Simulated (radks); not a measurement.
Polarisability of the krypton ion Kr2+, [Ar] 3d10 4s2 4p4, at imaginary frequency. All-electron calculation, non-relativistic Kohn-Sham, LB94 model potential, spin-unpolarised, spherical densities, point nucleus. Program: a radial shooting solver on a logarithmic mesh with Libxc functionals. Response by self-consistent Sternheimer equations with the Hartree and adiabatic LDA kernel.

w (hartree),alpha1(iw) (bohr^3)
0.00266,7.469
0.0143,7.467
0.0360,7.455
0.0697,7.417
0.118,7.321
0.186,7.113
0.280,6.709
0.413,6.007
0.605,4.941
0.892,3.598
1.35,2.257
2.12,1.213
3.59,0.5677
6.94,0.2262
17.5,0.05808

Static values: alpha1 = 7.469 bohr^3 (1.107 angstrom^3; uncoupled 11.89). C6 = 36.78, triple-dipole C9 = 200.2 atomic units. One-pole (London) frequency 4 C6 / (3 alpha1^2) = 0.879 hartree, against 1.366 for minus the highest occupied eigenvalue.
